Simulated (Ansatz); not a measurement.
Total energies of Sn₁₁H₁₈, a cluster cut from hexagonal tin from Ansatz at PBE0-D4/def2-TZVP, gas phase (1 Eh = 27.2114 eV = 2625.5 kJ/mol). The reference geometry is relaxed at PBE-D4/def2-SVP.

```xyz
29

Sn   -1.490    3.034    0.320
Sn   -2.223    0.898   -1.370
Sn    2.247    1.698   -2.251
Sn    0.026    0.083   -2.882
Sn   -3.146   -1.268    0.178
Sn    0.576   -2.638   -2.394
Sn    0.584    2.200    2.034
Sn    2.863    1.570    0.491
Sn   -0.282   -0.009    3.552
Sn   -1.084   -2.138    1.891
Sn    1.066   -3.102    0.338
H    -0.953    4.378   -0.641
H    -2.858    3.575    1.245
H    -3.480    1.417   -2.459
H     1.864    3.347   -2.642
H     3.622    1.248   -3.212
H    -0.334    0.278   -4.576
H    -4.544   -0.805    1.101
H    -3.626   -2.569   -0.868
H    -0.805   -3.580   -2.865
H     1.917   -3.174   -3.360
H     0.984    3.505    3.118
H     4.154    2.670    0.868
H     3.417   -0.026    0.890
H    -1.622    0.476    4.548
H     0.986   -0.531    4.620
H    -1.683   -3.435    2.888
H     2.533   -2.302    0.809
H     1.292   -4.800    0.629
```

```csv
state,geometry,energy (Eh)
charge 0 singlet,reference,-2368.42290
charge 1 doublet,reference,-2368.13271
charge 1 doublet,relaxed at PBE-D4/def2-SVP,-2368.14291
charge -1 doublet,reference,-2368.45445
free Sn atom (triplet),–,-214.25870
free H atom (doublet),–,-0.50104
```

In the def2 sets Sn takes a core potential; there is no spin–orbit coupling. Single mean-field runs in def2-TZVP are fitted with def2-universal-jkfit.

Q: Work out the vertical ionisation energy to the doublet.

A: E(charge 1 doublet) − E(charge 0 singlet) = -2368.13271 − (-2368.42290) = 0.29019 Eh = 7.90 eV. For comparison, −ε of the highest occupied level is 6.79 eV at this level, 1.11 eV less.

Q: Work out the vertical electron affinity, to the doublet.

A: E(charge 0 singlet) − E(charge -1 doublet) = -2368.42290 − (-2368.45445) = 0.03155 Eh = 0.86 eV. The basis lacks diffuse functions, which makes affinities too small.

Q: Give the fundamental gap IE − EA, the Mulliken electronegativity (IE + EA)/2 and the hardness (IE − EA)/2.

A: From the values in Eh: IE − EA = 0.29019 − 0.03155 = 0.25864 Eh = 7.04 eV; (IE + EA)/2 = 4.38 eV; (IE − EA)/2 = 3.52 eV. The HOMO–LUMO gap of the same run is 5.00 eV, 2.04 eV smaller than the fundamental gap.

Q: How much does the charge 1 doublet relax, and what is the adiabatic ionisation energy?

A: Relaxation: -2368.13271 − (-2368.14291) = 0.01020 Eh = 0.28 eV. Adiabatic ionisation energy: 0.27999 Eh = 7.62 eV, without zero-point energy. 

Q: What is the binding energy per atom against free atoms?

A: Atoms: 11 × (-214.25870) + 18 × (-0.50104) = -2365.86442 Eh. Binding: -2365.86442 − (-2368.42290) = 2.55848 Eh = 69.62 eV, or 2.40 eV for each of 29 atoms (no zero-point energy, no counterpoise term).

At PBE0-D4/def2-TZVP the highest occupied level of the charge -1 doublet lies above zero (up to 0.18 eV). By energy differences its removal costs 0.86 eV (vertical, to the charge 0 singlet, at PBE0-D4/def2-TZVP); self-interaction error and the lack of diffuse functions both raise the level.
